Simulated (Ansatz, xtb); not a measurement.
Relative energy of two isomers of C5H10Ge

Structure I: `C=C(C)/C=[CH]/[GeH3]`, a singlet. Structure II: `C/C=C/C=[CH]/[GeH3]`, a singlet. Both are isolated molecules in the gas phase, relaxed with B3LYP-D3(BJ)/def2-SVP; the shapes shown needn't be the lowest conformers.

I (Å):

```yaml
atoms:
  - { symbol: C, position_ang: [-1.2565, -2.9951, 1.3982] }
  - { symbol: C, position_ang: [-0.6321, -1.9478, 0.8253] }
  - { symbol: C, position_ang: [0.7396, -1.5042, 1.2606] }
  - { symbol: C, position_ang: [-1.3015, -1.2114, -0.2561] }
  - { symbol: C, position_ang: [-0.8066, -0.1496, -0.9223] }
  - { symbol: Ge, position_ang: [-1.7741, 0.7574, -2.3425] }
  - { symbol: H, position_ang: [-2.2528, -3.3075, 1.0726] }
  - { symbol: H, position_ang: [-0.7926, -3.5684, 2.2050] }
  - { symbol: H, position_ang: [1.4542, -1.5460, 0.4217] }
  - { symbol: H, position_ang: [0.7241, -0.4597, 1.6141] }
  - { symbol: H, position_ang: [1.1253, -2.1363, 2.0726] }
  - { symbol: H, position_ang: [-2.2970, -1.5902, -0.5201] }
  - { symbol: H, position_ang: [0.1876, 0.2299, -0.6604] }
  - { symbol: H, position_ang: [-0.9764, 0.7142, -3.6649] }
  - { symbol: H, position_ang: [-3.1337, 0.0564, -2.5409] }
  - { symbol: H, position_ang: [-2.0100, 2.2419, -1.9855] }
```

II (Å):

```xyz
16

C     0.1165    3.0609   -0.2859
C     0.7182    1.9186    0.4685
C     0.1472    0.7122    0.6441
C     0.7627   -0.3784    1.3861
C     0.2095   -1.5941    1.5750
Ge    1.0688   -3.0200    2.5739
H    -0.8722    2.8045   -0.6957
H     0.7662    3.3718   -1.1233
H     0.0015    3.9489    0.3608
H     1.7082    2.0916    0.9111
H    -0.8418    0.5178    0.2101
H     1.7519   -0.1632    1.8120
H    -0.7799   -1.7878    1.1405
H     2.4344   -2.5127    3.0829
H     0.2024   -3.4506    3.7791
H     1.2858   -4.2655    1.6851
```

Quicker runs give these differences E(II) − E(I): GFN2-xTB −0.002 eV; HF/STO-3G −0.008 eV (at GFN2-xTB geometries); r2SCAN-D4/def2-SVP +0.054 eV (at GFN2-xTB geometries).

Task: Estimate which is lower in electronic energy at CCSD(T)/def2-SVP + ΔMP2/def2-TZVPP, and by roughly how much.

Result: CCSD(T)/def2-SVP + ΔMP2/def2-TZVPP gives E(II) − E(I) = +0.028 eV, slightly favouring structure I, which is too small a margin to settle the true order.

How the difference moves with the method:

```tsv
level	geometry	E(II) − E(I) (eV)	departure from the last row (eV)	job, with rough time for the two
GFN2-xTB	GFN2-xTB	−0.002	−0.030	optimisation, 0.51 s
HF/STO-3G	GFN2-xTB	−0.008	−0.036	single point, 2.5 s
r2SCAN-D4/def2-SVP	GFN2-xTB	+0.054	+0.026	single point, 13 s
B3LYP-D3(BJ)/def2-SVP	B3LYP-D3(BJ)/def2-SVP	−0.024	−0.052	optimisation, 8.7 min
HF/def2-SVP	B3LYP-D3(BJ)/def2-SVP	−0.056	−0.084	part of the CCSD(T) run
MP2/def2-SVP	B3LYP-D3(BJ)/def2-SVP	+0.003	−0.025	part of the CCSD(T) run
CCSD(T)/def2-SVP	B3LYP-D3(BJ)/def2-SVP	0.000	−0.028	single point
CCSD(T)/def2-SVP + ΔMP2/def2-TZVPP	B3LYP-D3(BJ)/def2-SVP	+0.028		single point, 5.1 min
```

As drawn, both hold the same kinds of bond in the same numbers.

The largest departure from CCSD(T)/def2-SVP + ΔMP2/def2-TZVPP is that of HF/def2-SVP, 0.084 eV. The last row adds to CCSD(T) the change of the MP2 difference between the two basis sets, here +0.028 eV.

With thermal terms from frequencies at re-optimised GFN2-xTB minima (ideal gas, soft modes damped towards free rotors, one conformer each, 298.15 K, 1 atm): the zero-point term adds −0.006 eV; ΔH is +0.028 and ΔG +0.015 eV.

The correlated steps freeze 14 core orbitals; the filled d shell of Ge is correlated, in a basis made for valence electrons. Programs: Ansatz 0.2.0, xtb 6.7.1; the last row on 2 threads of Intel(R) Xeon(R) Processor @ 2.50GHz (Skylake/Cascade Lake) on a shared host.
